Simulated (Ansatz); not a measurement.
Start from `C[CH2][Al]([SH])[O]C` and change one atom or group to get `C[O][Al]([F])[SH]`.

Ansatz, PBE0-D4/def2-TZVP geometries, multiplicity 1. Each molecule was computed in one conformer, which needn't be the lowest.

| property | `C[CH2][Al]([SH])[O]C` |
| --- | --- |
| HOMO energy (PBE0/def2-TZVPP) / eV | -7.50 |
| HOMO energy (PBE/def2-TZVPP) / eV | -6.24 |
| size of the dipole moment (ωB97M-V/def2-TZVPP) / D | 1.09 |
| LUMO energy (PBE/def2-TZVPP) / eV | -0.84 |
| HOMO–LUMO gap (PBE0/def2-TZVPP) / eV | 7.45 |
| HOMO–LUMO gap (ωB97M-V/def2-TZVPP) / eV | 11.16 |

Q: Give the same properties after the change, and the shifts. (Best estimate.)

A: Ansatz gave: 
| property | `C[O][Al]([F])[SH]` | shift |
| --- | --- | --- |
| HOMO energy (PBE0/def2-TZVPP) / eV | -7.87 | -0.37 |
| HOMO energy (PBE/def2-TZVPP) / eV | -6.59 | -0.35 |
| size of the dipole moment (ωB97M-V/def2-TZVPP) / D | 1.01 | -0.08 |
| LUMO energy (PBE/def2-TZVPP) / eV | -1.50 | -0.66 |
| HOMO–LUMO gap (PBE0/def2-TZVPP) / eV | 7.23 | -0.22 |
| HOMO–LUMO gap (ωB97M-V/def2-TZVPP) / eV | 11.05 | -0.11 |

With PBE0 the HOMO falls by 0.37 eV and the LUMO falls by 0.59 eV, so the gap narrows by about 0.22 eV. PBE moves the HOMO by -0.35 eV and ωB97M-V by -0.35 eV. Dipoles are sizes alone; their direction can turn.
